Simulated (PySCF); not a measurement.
## Relaxation of quintet CoF₂⁺

These are results of UPBE0 in PySCF with Co def2-TZVP, F def2-TZVP; no relativity; density-fitted integrals, not measurements. A (50,194) grid was used.

A hand-made linear start, of D∞h symmetry, held to at least that symmetry:

Coordinates in bohr (charge 1 multiplicity 5):
```
Co    0.0000    0.0000    0.0000
F     0.0000    0.0000    3.2409
F     0.0000    0.0000   -3.2409
```

(1) What does it relax to?

(2) How much energy is released, and in how many steps?

## Answers

(1) It ends at D∞h with Co–F 1.661 Å (×2); F–Co–F 180.0° (after a last refinement on a finer grid). A frequency run shows a minimum. Other isomers or separated fragments may lie lower.

(2) 9.3 kJ/mol in 3 steps.

Other spin states or occupations of the open shell can lie lower.

The relaxation took 11 s on 4 threads of a shared Intel Xeon Platinum 8259CL @ 2.50GHz (Skylake/Cascade Lake) host, with 107 basis functions and 4 gradients; the process peaked at 0.55 GiB. Launch command: `OMP_NUM_THREADS=4 python axn.py task.json out`.
